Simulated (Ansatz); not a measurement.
Ideal-gas functions of Cl3SV (`[S]=[V]([Cl])([Cl])[Cl]`) at 800 K and 1 bar, from an Ansatz frequency run at PBE0-D4/def2-TZVP.

Molar mass 189.37 g/mol, point group C3v (symmetry number 3), electronic degeneracy 1, moments of inertia 388.526, 388.535, 430.811 u Å². Harmonic wavenumbers (cm⁻¹, unscaled): 127, 127, 162, 177, 177, 411, 508, 508, 660.

Use S(trans) = R[1.5 ln M + 2.5 ln T − 1.1517]; rotational temperatures θ = 24.2544 K / I; S(rot) = R[ln(√π/σ · √(T³/θAθBθC)) + 1.5]; for each mode x = 1.438777 ν̃/T, S = R[x/(eˣ − 1) − ln(1 − e⁻ˣ)] and H = RT x/(eˣ − 1); 1 cm⁻¹ = 0.0119627 kJ/mol; R = 8.31446 J/(mol·K).

**Question.** By hand: the entropy, in J/(mol·K).

**Answer.** Translation 194.8. Rotation: θ = 0.0624, 0.0624, 0.0563 K, giving 126.5. Vibration, mode by mode: 20.61, 20.61, 18.60, 17.87, 17.87, 11.01, 9.35, 9.35, 7.36, in all 132.6. Electronic 0.0. Sum 453.9 J/(mol·K).

**Question.** By hand: H − E and G − E in kJ/mol, counted from the electronic energy.

**Answer.** Zero-point energy ½ × 2857 × 0.0119627 = 17.1; thermal vibration 45.0; translation, rotation and pV give 4 RT = 26.6. H − E = 88.7 kJ/mol, and G − E = 88.7 − 800 × 453.9/1000 = -274.4 kJ/mol.

Vibration gives 29 % of the entropy, 41.2 J/(mol·K) of it from the modes under 150 cm⁻¹: soft modes count most, and the harmonic formula is weakest for them.
